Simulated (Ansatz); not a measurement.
Reactions of H8N2OSi2, SMILES `N[SiH](O)N[SiH3]`.

Calculated with Ansatz (gas phase, PBE0-D4/def2-TZVP geometries, no zero-point term in ΔE). CCSD(T)/CBS is the MP2 limit (def2-TZVPP, def2-QZVPP) plus CCSD(T) − MP2 in def2-TZVPP, frozen cores. This one scheme is used for every species, atoms too. For atomizations the MP2-based limit and the directly extrapolated one differ by several kJ/mol either way, and by 10 to 25 for some Ge, Se and Sn compounds, so smaller differences from it don't rank the levels. No spin–orbit coupling; open shells (•) take unrestricted orbitals. Spin–orbit coupling would lower the free atoms: a little for O, Si. Each species was taken in one conformer, which may not be the lowest.

(1) Order these by ΔE at CCSD(T)/CBS, lowest first. (An estimate is asked.)
A. `N[SiH](O)N[SiH3]` → `N[SiH](N)O[SiH3]`
B. `N[SiH](O)N[SiH3]` → `N[SiH3]` + `N[Si]O`
C. `N[SiH](O)N[SiH3]` → 8 H• + 2 N• + O• + 2 Si•
D. `N[SiH](O)N[SiH3]` + `N[SiH](O)[SiH3]` → `O[SiH]([SiH3])N[SiH3]` + `N[SiH](N)O`
E. `N[SiH](O)N[SiH3]` + H₂ → `O[SiH2]N[SiH3]` + NH₃

Largest T1 diagnostic: 0.014, for `N[Si]O`.

Results:

(1) A (-51.7 kJ/mol), D (-0.9 kJ/mol), E (+51.8 kJ/mol), B (+217.0 kJ/mol), C (+4559.4 kJ/mol).
